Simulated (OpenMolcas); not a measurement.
# Cu6+, Ag6+, Au6+: d⁵ down the group

| Item | Value |
| --- | --- |
| Program | OpenMolcas 26.06 |
| Method | CASSCF |
| Basis | ANO-RCC-VQZP |
| Scalar Hamiltonian | DKH2, point nucleus |
| Spin-orbit coupling | RASSI with atomic mean-field integrals over the reference wave functions, term energies averaged over their components |

Active space for each ion: 5 electrons in 10 orbitals (d d).

Computed levels in cm-1 above ⁶S_5/2:

| Level | Cu6+ | Ag6+ | Au6+ |
| --- | --- | --- | --- |
| ⁴G_7/2 | 50994 | 35460 | 30882 |
| ⁴G_11/2 | 51066 | 35708 | 32538 |
| ⁴G_9/2 | 51080 | 35877 | 34292 |
| ⁴P_1/2 | 58794 | 40939 | 37122 |
| ⁴D_7/2 | 63264 | 43584 | 42215 |
| ⁴D_1/2 | 63552 | 45328 | 48609 |
| ²I_11/2 | 72636 | 50495 | 47673 |
| ²I_13/2 | 72919 | 51825 | 52701 |
| ²F_7/2(1) | 84176 | 61356 | 69499 |
| weight of ⁶S in the lowest level (%) | 100 | 98 | 82 |

Mixed levels, with the weight of the term that names them: Ag6+ ²F_7/2(1) (56 %), Au6+ ⁴G_7/2 (63 %), Au6+ ⁴G_11/2 (73 %), Au6+ ⁴P_1/2 (63 %), Au6+ ⁴D_7/2 (62 %), Au6+ ⁴D_1/2 (70 %), Au6+ ²I_11/2 (70 %), Au6+ ²F_7/2(1) (61 %).

Measured, with the error of the calculation in %. Measured levels: Cu6+, Ag6+ from the list in Gamrath, thesis, University of Mons (2023).

```tsv
Level	Cu6+	Ag6+
⁴G_7/2		30378 (+16.7)
⁴G_11/2		30662 (+16.5)
⁴G_9/2		30907 (+16.1)
⁴P_1/2	51407 (+14.4)	34605 (+18.3)
⁴D_7/2	55742 (+13.5)	36485 (+19.5)
⁴D_1/2	56210 (+13.1)	38685 (+17.2)
²I_11/2	67757 (+7.2)	44011 (+14.7)
²I_13/2	67918 (+7.4)	45546 (+13.8)
²F_7/2(1)	74408 (+13.1)	53353 (+15.0)
```

Without spin-orbit coupling ⁴G lies 51029, 35632, 32136 cm-1 above ⁶S in that order; the difference to the level ⁴G_7/2, of either sign, comes from spin-orbit coupling, which also lowers the zero.

Without dynamic correlation excited terms often stand tens of per cent too high (terms of higher spin than the ground term too low), and those without a measured partner can miss by more than the paired ones. Active for correlation alone: 4d; no level in the range computed is led by a configuration that fills it, so any true level of that kind is missing (holds for Cu6+). Active for correlation alone: 5d; no level in the range computed is led by a configuration that fills it, so any true level of that kind is missing (holds for Ag6+). Active for correlation alone: 6d; no level in the range computed is led by a configuration that fills it, so any true level of that kind is missing (holds for Au6+). Measured partners are found by configuration, term and J. A level has none where our copy of the source lacks it or the pairing is in doubt (some pairs that miss far off the trend of their configuration count as doubtful), and it then counts in no deviation. Only configurations of the active space appear.

A number in round brackets counts repeated terms of one configuration in the order of the reference energies.
